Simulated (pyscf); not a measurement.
`[F][Si][F]` [singlet] + `[F][SiH]([F])[F]` → `[F][SiH]([F])[Si]([F])([F])[F]`, gas phase, singlet surface. PySCF, gas phase, ωB97X-D3(BJ)/def2-SVP geometries. ΔG in kcal/mol from ωB97M-D3(BJ)/def2-TZVP energies (ideal gas, 1 atm, RRHO with modes under 100 cm⁻¹ raised to 100, one conformer, R ln 2 for chiral ones without a mode under 150 cm⁻¹).

```json
[
 {"T (K)": "298", "ΔG": "-8.9"},
 {"T (K)": "600", "ΔG": "?"},
 {"T (K)": "900", "ΔG": "+11.9"},
 {"T (K)": "1200", "ΔG": "+21.5"}
]
```

**Question.** Fit a line to the three values, predict ΔG at 600 K, and estimate where the reaction turns unfavourable at 1 atm of each gas.

**Answer.** Least squares gives ΔG = -18.9 + 33.8 × T/1000 K, so ΔS is about -141 J/(mol K) and ΔH about -18.9 kcal/mol over this range (ΔH at 298 K: -19.8). At 600 K the line gives +1.4; the computed value is +1.8. ΔG = 0 falls near 560 K; 1 kcal/mol in the energy moves that by 30 K. This is thermodynamics alone and says nothing of the barrier.
